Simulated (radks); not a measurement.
Values are calculated unless marked as measured or tabulated.
Ionisation of the fluorine ion F+, [He] 2s2 2p4, to [He] 2s2 2p3 as the strength of local exchange is varied. Level of theory: scalar-relativistic Kohn-Sham, Slater X-alpha exchange (alpha = 2/3 is LDA exchange), no correlation, spin-polarised, spherical densities, point nucleus; open shells are filled with parallel spins first (a radial shooting solver on a logarithmic mesh with Libxc functionals).

| alpha | E(F+) (hartree) | exchange (hartree) | IE (eV) | -e of the level emptied (eV) | <r> of it (bohr) |
|---|---|---|---|---|---|
| 0.579 | -96.84205 | -7.40689 | 31.436 | 22.755 (2p) | 1.040 |
| 0.61 | -97.23931 | -7.82977 | 31.924 | 23.243 (2p) | 1.034 |
| 0.615 | -97.30351 | -7.89822 | 32.003 | 23.323 (2p) | 1.033 |
| 0.667 | -97.97325 | -8.61424 | 32.834 | 24.156 (2p) | 1.023 |
| 0.702 | -98.42615 | -9.10038 | 33.400 | 24.726 (2p) | 1.017 |
| 0.767 | -99.27176 | -10.01216 | 34.469 | 25.804 (2p) | 1.005 |
| 0.835 | -100.16267 | -10.97847 | 35.609 | 26.958 (2p) | 0.9933 |
| 0.852 | -100.38640 | -11.22204 | 35.897 | 27.251 (2p) | 0.9904 |

NIST Atomic Spectra Database: 34.971 eV (measured). The Delta-SCF value meets it near alpha = 0.80. Open shells are spherical and high-spin; term and fine-structure splittings are not resolved.
